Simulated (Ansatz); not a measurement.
One geometry of [Dy(H2O)6]3+ (DyO₆H₁₂³⁺), several levels of theory.

```yaml
crystal:
  periodic: [false, false, false]
  atoms:
    - {symbol: Dy, position_ang: [0.001527, -0.000499, 0.001828]}
    - {symbol: O, position_ang: [0.147644, 0.206788, 2.313517]}
    - {symbol: H, position_ang: [0.127316, 1.031562, 2.854759]}
    - {symbol: H, position_ang: [0.245727, -0.514269, 2.979978]}
    - {symbol: O, position_ang: [-0.149659, -0.204702, -2.310162]}
    - {symbol: H, position_ang: [-0.246562, 0.517831, -2.975718]}
    - {symbol: H, position_ang: [-0.133853, -1.028918, -2.853248]}
    - {symbol: O, position_ang: [2.313684, 0.148881, -0.200037]}
    - {symbol: H, position_ang: [2.978649, 0.249542, 0.522379]}
    - {symbol: H, position_ang: [2.856878, 0.127154, -1.023464]}
    - {symbol: O, position_ang: [-2.311333, -0.149946, 0.194465]}
    - {symbol: H, position_ang: [-2.858643, -0.132612, 1.015721]}
    - {symbol: H, position_ang: [-2.972648, -0.247458, -0.531485]}
    - {symbol: O, position_ang: [-0.197947, 2.311509, -0.155146]}
    - {symbol: H, position_ang: [-1.020933, 2.856087, -0.139467]}
    - {symbol: H, position_ang: [0.525831, 2.975011, -0.254031]}
    - {symbol: O, position_ang: [0.198645, -2.312567, 0.158943]}
    - {symbol: H, position_ang: [-0.525577, -2.975798, 0.257556]}
    - {symbol: H, position_ang: [1.021254, -2.857597, 0.143602]}
basis:
  gaussian: {orbitals: def2-TZVP, initial_orbitals: start.molden}
total_charge: 3
magnetization: {spin_polarized: true, initial_magnetization: 5}
hamiltonian: {xc: pbe0, dispersion: d4}
scf: {omitted_lower_state_checks: [starts]}
output: {forces: true, orbitals: {seedname: orbitals}}
```

The file start.molden holds the orbitals of an earlier run on this structure, at another level or in another basis.

```sh
$ ansatz run in.yaml --threads 4 --pin off --events-out ev --progress --plain --max-ram 9574MiB
```

Shortened log:

```
Functional definition: PBE0
  name "PBE0"
  cite "Adamo & Barone, J. Chem. Phys. 110, 6158 (1999) doi:10.1063/1.478522"
  cite "Perdew, Burke & Ernzerhof, Phys. Rev. Lett. 77, 3865 (1996) doi:10.1103/PhysRevLett.77.3865"
  parent pbe
  parameter a = 0.25
  parameter kappa = 0.804
  parameter beta = 0.06672455060314922
  exchange = (1 - a)*pbe_x(kappa = kappa, mu = beta*pi^2/3) + a*exact_x
  correlation = pbe_c(beta = beta)
these checks for a lower state are left out or cut short: starts
basis functions trapped inside cores are left out: 1
2411 factors; their error is unknown
mean field evaluation 1: about -36506.5399 eV, gradient 1.5e2 eV
mean field evaluation 2: about -36512.9166 eV, gradient 6.8e0 eV
mean field evaluation 4: about -36513.1961 eV, gradient 2.7e-2 eV
mean field evaluation 8: about -36513.3134 eV, gradient 3.4e-3 eV
mean field evaluation 16: about -36513.3135 eV, gradient 2.2e-5 eV
mean field -36513.31345754 eV, -1341.8395199518 hartree, gradient 4.1e-9 eV, S^2 8.755254; 0 other end points of the search recorded, 0 dependent functions left out
the calculation of the forces begins
reference -36513.31350783 eV, -1341.8395218000 hartree; 50, 45 occupied and 300, 305 virtual orbitals, 2411 factors
Total energy: -36513.54723506 eV, -1341.8481111173 hartree
Atom 0 at     0.001527    -0.000499     0.001828 Å, force    -0.001211     0.000661    -0.002074 eV/Å
Atom 1 at     0.147644     0.206788     2.313517 Å, force     0.052115     0.063471     0.831106 eV/Å
Atom 2 at     0.127316     1.031562     2.854759 Å, force     0.012131    -0.533984    -0.389361 eV/Å
Atom 3 at     0.245727    -0.514269     2.979978 Å, force    -0.063648     0.462953    -0.462838 eV/Å
Atom 4 at    -0.149659    -0.204702    -2.310162 Å, force    -0.056703    -0.067808    -0.856077 eV/Å
Atom 5 at    -0.246562     0.517831    -2.975718 Å, force     0.065067    -0.473941     0.473978 eV/Å
Atom 6 at    -0.133853    -1.028918    -2.853248 Å, force    -0.008130     0.548797     0.403243 eV/Å
Atom 7 at     2.313684     0.148881    -0.200037 Å, force     0.838401     0.053426    -0.053341 eV/Å
Atom 8 at     2.978649     0.249542     0.522379 Å, force    -0.469334    -0.066272    -0.470828 eV/Å
Atom 9 at     2.856878     0.127154    -1.023464 Å, force    -0.390475     0.012851     0.531834 eV/Å
Atom 10 at    -2.311333    -0.149946     0.194465 Å, force    -0.844133    -0.054738     0.068714 eV/Å
Atom 11 at    -2.858643    -0.132612     1.015721 Å, force     0.402305    -0.009316    -0.543714 eV/Å
Atom 12 at    -2.972648    -0.247458    -0.531485 Å, force     0.462299     0.063575     0.469196 eV/Å
Atom 13 at    -0.197947     2.311509    -0.155146 Å, force    -0.066912     0.840690    -0.055969 eV/Å
Atom 14 at    -1.020933     2.856087    -0.139467 Å, force     0.541666    -0.398658    -0.008709 eV/Å
Atom 15 at     0.525831     2.975011    -0.254031 Å, force    -0.467220    -0.463712     0.064527 eV/Å
Atom 16 at     0.198645    -2.312567     0.158943 Å, force     0.061527    -0.842188     0.056657 eV/Å
Atom 17 at    -0.525577    -2.975798     0.257556 Å, force     0.470663     0.467517    -0.064837 eV/Å
Atom 18 at     1.021254    -2.857597     0.143602 Å, force    -0.538409     0.396676     0.008493 eV/Å
Dipole moment:    -0.001286    -0.000013    -0.001693 e Å
Checks for a lower state left out: starts
```

It took 3.8 min on 4 threads of Intel Xeon on a shared host, peak host memory 3.1 GiB.

The first input with `hamiltonian: {xc: {name: B97M-V}}`, `output: {orbitals: {seedname: orbitals}}` (abridged; 5 min):

```
Functional definition: B97M-V
basis functions trapped inside cores are left out: 1
mean field evaluation 16: about -36504.2787 eV, gradient 4.0e-1 eV
mean field -36504.27516763 eV, -1341.5073689240 hartree, gradient 7.6e-6 eV, S^2 8.758486
Total energy: -36504.27526709 eV, -1341.5073725790 hartree
Checks for a lower state left out: starts
```

Geometry: PBE-D4/def2-SVP.

In the def2 sets Dy takes a core potential; there is no spin–orbit coupling. With an open 4f shell the SCF may have ended on a state above the lowest.
